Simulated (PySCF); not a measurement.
CH₈FNOSi₂. Atoms are numbered in the order given.

```xyz
14

O      2.3890     1.0943     1.4255
Si     2.0051    -0.1698     0.4067
N      0.4396    -0.0074    -0.3287
Si    -0.9901    -0.9915    -0.1900
C     -2.4698     0.2033    -0.2493
F     -2.2976     1.0093    -1.3822
H      1.7798     1.2626     2.1543
H      3.0915    -0.1374    -0.6027
H      1.9580    -1.4744     1.1274
H      0.3301     0.7582    -0.9951
H     -0.9625    -1.7305     1.1041
H     -1.1531    -1.9696    -1.3063
H     -2.5015     0.8566     0.6413
H     -3.4438    -0.3124    -0.3247
```

Geometry optimised at B3LYP-D3(BJ)/def2-SVP. The structure was generated by enumeration, and PubChem lists no compound with its InChIKey, so it may never have been made. The values are those of a single conformer.

Calculation: PBE/def2-TZVP run with PySCF.

ESP charges are fitted to the potential on shells at 1.4 to 2.0 van der Waals radii. Atomic charges (e):

```tsv
atom	Mulliken	ESP fit
O1	-0.48	-0.63
Si2	0.37	0.55
N3	-0.43	-0.65
Si4	0.25	0.35
C5	-0.09	-0.12
F6	-0.22	-0.19
H7	0.30	0.41
H8	-0.04	-0.07
H9	-0.06	-0.10
H10	0.22	0.36
H11	-0.03	-0.07
H12	-0.03	-0.07
H13	0.11	0.10
H14	0.11	0.11
```

Computed Mayer and Wiberg (Löwdin basis) orders of the bonds:
```
bond     Mayer  Wiberg
-------  -----  ------
O1–Si2    1.24    1.71
Si2–N3    1.14    1.44
N3–Si4    1.13    1.41
Si4–C5    0.99    1.14
C5–F6     0.98    1.63
O1–H7     0.88    1.02
Si2–H8    0.93    0.93
Si2–H9    0.92    0.92
N3–H10    0.88    0.87
Si4–H11   0.92    0.91
Si4–H12   0.93    0.92
C5–H13    0.94    0.90
C5–H14    0.94    0.90
```
